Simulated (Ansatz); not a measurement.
`[F][Al]([F])[O][SiH3]`, charge 0, multiplicity 1.

Q: Give a relaxed structure at PBE0-D4/def2-TZVP (Ansatz). (Best estimate.)

A: Ansatz gave: 
Cartesian coordinates in Å:
```
F 0.760 -1.327 2.610
Al -0.342 -0.511 1.720
F -1.775 -0.155 2.418
O -0.015 -0.060 0.160
Si 0.276 0.407 -1.374
H 1.715 0.740 -1.532
H -0.542 1.603 -1.700
H -0.078 -0.698 -2.302
```
